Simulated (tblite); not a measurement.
Compound: C6H11BSSi.
SMILES with atom numbers: `[CH:1]#[C:2][C@@H:3]1[BH:4][Si@@H:5]([S:6][CH3:7])[CH2:8][CH2:9]1` (hydrogens: H10 on C1; H11 on C3; H12 on B4; H13 on Si5; H14, H15, H16 on C7; H17, H18 on C8; H19, H20 on C9)

Computed with GFN2-xTB (tblite), gas phase: L-BFGS steps from a force-field or distance-geometry start until the largest atomic force falls under 0.01 eV/Å.

At the end of the run (lengths in Å): Si5–C8 1.912, B4–Si5 1.953, C7–H16 1.085, C2–C3 1.456, C8–H18 1.088, Si5–S6 2.175, C3–C9 1.535, C2–C3–B4 86.5°, B4–Si5–S6 113.6°, B4–C3–C9 113.9°, Si5–S6–C7 98.9°, C2–C3–B4–Si5 -95°, C3–B4–Si5–S6 -107°, B4–Si5–S6–C7 -76°, H12–B4–Si5–S6 74°, H12–B4–C3–C2 85°.

Question: These geometries were met on the way; a selection of coordinates is given. Order them by energy above the end point, lowest first.
A. Si5–C8 1.896, B4–Si5 1.935, C7–H16 1.084, C2–C3 1.450, C8–H18 1.093, Si5–S6 2.188, C3–C9 1.546, C2–C3–B4 114.9°, B4–Si5–S6 104.4°, B4–C3–C9 106.8°, Si5–S6–C7 95.7°, C2–C3–B4–Si5 -94°, C3–B4–Si5–S6 -119°, B4–Si5–S6–C7 -80°, H12–B4–Si5–S6 45°, H12–B4–C3–C2 100°
B. Si5–C8 1.909, B4–Si5 1.947, C7–H16 1.084, C2–C3 1.460, C8–H18 1.091, Si5–S6 2.182, C3–C9 1.551, C2–C3–B4 104.5°, B4–Si5–S6 107.7°, B4–C3–C9 111.2°, Si5–S6–C7 97.6°, C2–C3–B4–Si5 -96°, C3–B4–Si5–S6 -113°, B4–Si5–S6–C7 -78°, H12–B4–Si5–S6 60°, H12–B4–C3–C2 90°
C. Si5–C8 1.849, B4–Si5 1.896, C7–H16 1.125, C2–C3 1.487, C8–H18 1.117, Si5–S6 2.148, C3–C9 1.545, C2–C3–B4 108.7°, B4–Si5–S6 111.4°, B4–C3–C9 108.4°, Si5–S6–C7 94.3°, C2–C3–B4–Si5 -103°, C3–B4–Si5–S6 -111°, B4–Si5–S6–C7 -77°, H12–B4–Si5–S6 27°, H12–B4–C3–C2 119°
D. Si5–C8 1.908, B4–Si5 1.954, C7–H16 1.085, C2–C3 1.458, C8–H18 1.091, Si5–S6 2.181, C3–C9 1.551, C2–C3–B4 109.2°, B4–Si5–S6 105.5°, B4–C3–C9 108.6°, Si5–S6–C7 96.0°, C2–C3–B4–Si5 -93°, C3–B4–Si5–S6 -117°, B4–Si5–S6–C7 -78°, H12–B4–Si5–S6 48°, H12–B4–C3–C2 100°
E. Si5–C8 1.899, B4–Si5 1.924, C7–H16 1.081, C2–C3 1.456, C8–H18 1.082, Si5–S6 2.170, C3–C9 1.562, C2–C3–B4 111.6°, B4–Si5–S6 108.6°, B4–C3–C9 107.6°, Si5–S6–C7 94.3°, C2–C3–B4–Si5 -100°, C3–B4–Si5–S6 -114°, B4–Si5–S6–C7 -78°, H12–B4–Si5–S6 33°, H12–B4–C3–C2 113°

Answer: B (0.068 eV), D (0.113 eV), A (0.189 eV), E (0.343 eV), C (0.620 eV).

| step | E above end (eV) | rms distance from the end, all atoms (Å) | largest force (eV/Å) | rms shift of all bonds from the end (Å) |
| --- | --- | --- | --- | --- |
| 21 | 0.068 | 0.272 | 0.217 | 0.007 |
| 12 | 0.113 | 0.327 | 0.176 | 0.007 |
| 6 | 0.189 | 0.350 | 0.414 | 0.009 |
| 3 | 0.343 | 0.362 | 0.776 | 0.013 |
| 0 | 0.620 | 0.368 | 1.880 | 0.027 |

Rows stand in the order of the answer.
